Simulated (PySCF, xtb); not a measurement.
C2H6ClGe, SMILES [CH3][Ge]([CH3])[Cl], multiplicity 2.

Harmonic wavenumbers (cm⁻¹) from GFN2-xTB (xtb) at its own minimum, in rising order: 86, 104, 141, 143, 170, 331, 450, 482, 652, 687, 711, 747, 1214, 1243, 1430, 1435, 1443, 1449, 3008, 3013, 3036, 3037, 3041, 3045.

Q: What does B3LYP-D3(BJ)/def2-SVP run with PySCF give at its own minimum? (The exact figures need the calculation; the answer reports its results.)

A: 105, 113, 152, 156, 176, 386, 540, 576, 703, 750, 784, 838, 1216, 1231, 1416, 1422, 1424, 1435, 3031, 3033, 3133, 3135, 3158, 3158. Paired by order, the mean absolute difference is 46 cm⁻¹ and the zero-point energies are 44.5 and 45.8 kcal/mol.
